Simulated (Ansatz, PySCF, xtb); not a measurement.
H2S (SMILES S) and H2Se (SMILES [SeH2]) are pulled apart as rigid monomers along the line of their centres of mass, from the B3LYP-D3(BJ)/def2-TZVP minimum. Starting geometry (charge 0, multiplicity 1):
```xyz
6

S     -0.2334    -0.2309    -0.0826
H      0.5821     0.8166     0.1179
H     -1.3017     0.4332     0.3868
Se     0.1829     0.1574     3.5574
H      0.4000    -0.0724     4.9961
H      0.3934    -1.2618     3.2488
```

Interaction energies with rigid monomers; basis-set methods are counterpoise corrected unless marked otherwise.

Correlated levels freeze the cores. Filled d and f shells under p-block atoms count as core. Rows in 6-31G* carry no dispersion term and start afresh at each structure (6-31G* with six Cartesian d functions); the Pople sets are all-electron and without relativity.

Programs: Ansatz (Gaussian basis) for Hartree–Fock, density functionals and correlated methods; PySCF for 6-31G* rows, the dispersion terms; xtb for the GFN methods. Each number belongs to the level named beside it.

| S1···Se4 (Å) | GFN2-xTB (kJ/mol) | HF/6-31G* (no counterpoise) (kJ/mol) | B3LYP/def2-TZVPPD (kJ/mol) | B3LYP-D4/def2-TZVPPD (kJ/mol) | SCS-MP2/def2-SVPD (kJ/mol) |
|---|---|---|---|---|---|
| 3.32 | -11.7 | 10.7 | 6.3 | -2.3 | [?] |
| 3.68 | -10.3 | 0.0 | -0.4 | -7.3 | -3.5 |
| 4.24 | -6.5 | -2.6 | -1.5 | -5.6 | -4.0 |
| 5.16 | -2.8 | -1.6 | [?] | -2.1 | -1.9 |
| 6.63 | -1.0 | -0.5 | -0.3 | -0.5 | -0.5 |

Problem. Some entries are withheld; supply them.

Solution. 
- 3.32, SCS-MP2/def2-SVPD (kJ/mol): 4.4
- 5.16, B3LYP/def2-TZVPPD (kJ/mol): -0.6

Ansatz is an electronic-structure program.
